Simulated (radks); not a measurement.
Values are calculated unless marked as measured or tabulated.
Task: The mean radii <r> (bohr) of the occupied orbitals of an atom or ion are listed with their occupations. Code: a radial shooting solver on a logarithmic mesh with Libxc functionals. Model: Dirac Kohn-Sham, PBE, spin-unpolarised, spherical densities, point nucleus.

orbital  occ.      <r>
1s1/2       2  0.06644
2s1/2       2   0.3080
2p1/2       2   0.2721
2p3/2       4   0.2749
3s1/2       2   0.9555
3p1/2       2    1.024
3p3/2       4    1.033
3d3/2       4    1.558
6s1/2       1    17.59

Name the element and its charge. Open shells, if any, fill j = l - 1/2 first.

Result: Z = 23, vanadium, charge 0: V in [Ar] 3d4 6s1. The 1s radius gives Z: for a bare nucleus <r> = (2 gamma + 1)/(2Z) with gamma = sqrt(1 - (Z/c)^2), 0.0646 bohr for Z = 23, and screening makes it slightly larger (0.06644 here). The occupations add up to 23, and the charge is Z minus that.
